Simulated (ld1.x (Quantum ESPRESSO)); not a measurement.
# hafnium (Hf), RRKJ: configuration errors across variants

- Element: hafnium (Hf)
- Generator: ld1.x (Quantum ESPRESSO) 7.5
- Type: norm-conserving RRKJ (Kleinman–Bylander form)
- Functional: LDA (PZ)
- Relativity: scalar-relativistic
- Frozen core: [Xe] 4f14
- Valence charge: 4
- Reference configuration: 5d2 6s2 6p0
- Partial waves: 6p (bound, empty): rc 3.10 bohr; 5d (bound): rc 1.90 bohr; 6s (bound): rc 2.65 bohr
- Local potential: the s channel
- Core correction: a·sin(br)/r model core inside 1.25 bohr
- rho0: 0.01

All-electron excitation energies from the reference (eV): (1) 5d2 6s1 6p0 8.198; (2) 5d2 6s0 6p0 22.701; (3) 5d1 6s0 6p0 44.802; (4) 5d2 6s1 6p1 3.913; (5) 5d2 6s1.5 6p0 3.349; (6) 5d3 6s0 6p0 10.232; (7) 5d2 6s0 6p2 8.075; (8) 5d2 6s2 6p0 spin -0.441; (9) 5d2 6s1 6p0 spin 7.063.

Spin tests fill each open shell by Hund’s rule, majority spin first.

2 further variants failed, have other tests or too few solved ones, and are left out.

A true bound ghost makes a file unfit for plane-wave use even where its test errors are small: the radial tests pick states by their node count and pass the ghost by.

Errors AE − PS in meV (a dash: test not solved or not reliable):

| change | (1) | (2) | (3) | (4) | (5) | (6) | (7) | (8) | (9) | bound ghosts |
| --- | --- | --- | --- | --- | --- | --- | --- | --- | --- | --- |
| base | -7.9 | -46 | -290 | -4.6 | -2.2 | -87 | -18 | -2.4 | -0.3 | none |
| wave 5d (bound): rc 1.90 bohr becomes 5d (bound): rc 2.92 bohr | -7.3 | -48 | -263 | -4.9 | -2.0 | -45 | -20 | +19 | +35 | none |
| wave 6s (bound): rc 2.65 bohr becomes 6s (bound): rc 3.14 bohr | -7.4 | -47 | -307 | -4.9 | -2.1 | -78 | -20 | -2.2 | -1.6 | none |
| core correction a·sin(br)/r model core inside 1.84 bohr | -7.6 | -45 | -280 | -4.6 | -2.2 | -76 | -18 | +44 | +62 | none |
| wave 6p (bound): rc 3.10 bohr becomes 6p (bound): rc 4.52 bohr | -7.9 | -46 | -290 | -7.2 | -2.2 | -87 | -31 | -2.4 | -0.3 | none |
| type TM; local potential all-electron potential smoothed inside 1.45 bohr (lloc = -1); rho0 0 | -6.4 | -39 | -247 | -3.3 | -1.9 | -85 | -12 | -4.4 | -2.4 | s, p |
| wave 5d (bound): rc 1.90 bohr becomes 5d (bound): rc 2.90 bohr | -7.3 | -48 | -263 | -4.9 | -2.0 | -45 | -20 | +19 | +35 | none |

(1) Give the same row for: all radii but the core radius scaled by about 1.42 (s 3.76, p 4.40, d 2.70 bohr).

Results:

(1) -5.8, -72, -432, -13, -1.2, -15, -65, +12, +9.9; bound ghosts: none.
